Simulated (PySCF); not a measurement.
PBE on Br (bromine, neutral), [Ar] 3d10 4s2 4p4 4d1, one real determinant (an excited configuration). Calculation: PySCF 2.14, in aug-cc-pVTZ-DK; the spin-free X2C one-electron Hamiltonian (Gaussian nucleus).

```
cycle= 1 E= -2605.47846066236  delta_E= -0.0114  |g|= 0.106  |ddm|= 0.344
cycle= 2 E= -2605.47924350791  delta_E= -0.000783  |g|= 0.0689  |ddm|= 0.127
cycle= 3 E= -2605.47988516556  delta_E= -0.000642  |g|= 0.00553  |ddm|= 0.0465
cycle= 4 E= -2605.47989848417  delta_E= -1.33e-05  |g|= 0.000343  |ddm|= 0.00847
cycle= 5 E= -2605.47989855618  delta_E= -7.2e-08  |g|= 2.47e-05  |ddm|= 0.000676
cycle= 6 E= -2605.47989855655  delta_E= -3.73e-10  |g|= 1.32e-06  |ddm|= 4.08e-05
converged SCF energy = -2605.47989855655  <S^2> = 3.7530166  2S+1 = 4.001508
```

Highest occupied orbital energy: 1.433 eV; ⟨L²⟩ = 8.02; populations by l: s 8.00, p 16.00, d 11.00, f 0.00.

Question: Can this result be used?

Answer: Not for this state. The calculation finished and met its thresholds. ⟨L²⟩ = 8.02 against 12 for a pure F term, so this real determinant mixes terms. The outer electron is Rydberg-like, and this basis confines it to a smaller radius and binds it less than a complete one would. At PBE the highest occupied level has a positive energy, so only the finite basis holds that electron; for this excited configuration the basis is too tight for the outer shell.
